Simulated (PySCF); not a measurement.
NbF4Cl, SMILES [Nb]([Cl])([F])([F])([F])[F], multiplicity 1.

Geometry optimised at B3LYP-D3(BJ)/def2-SVP. The spin state was assumed, not searched. The structure was generated by enumeration; whether it is a known compound was not checked. The def2 effective core potentials stand for the cores of Nb; spin–orbit coupling is left out.

Two levels are set side by side: PBE/def2-TZVP (PySCF) and M06-2X/def2-TZVP (PySCF). Same geometry, gas phase. Differences are taken from unrounded values.

```
quantity                     M06-2X
---------------------------  ------
orbital gap (eV)               9.73
highest occupied level (eV)  -12.47
lowest empty level (eV)       -2.74
dipole moment (D)              1.61
mean polarisability (bohr³)    50.3
```

**Question.** What does PBE give, and how far is it from M06-2X? (An estimate is asked for; the answer gives what the named calculation found.)

**Answer.** 
```csv
quantity,PBE,PBE minus M06-2X
orbital gap (eV),5.32,-4.42
highest occupied level (eV),-9.41,3.07
lowest empty level (eV),-4.09,-1.35
dipole moment (D),1.24,-0.36
mean polarisability (bohr³),54.2,3.9
```

PBE's occupied levels lie high since its potential decays too fast outside the molecule; exact exchange lowers them and widens the gap. PBE's more diffuse valence density responds more strongly to a field. Differences between two approximate levels are no errors against the true value.

Rough cost on one machine, each run with all the roots and properties that it gave: M06-2X against PBE about 3 times.
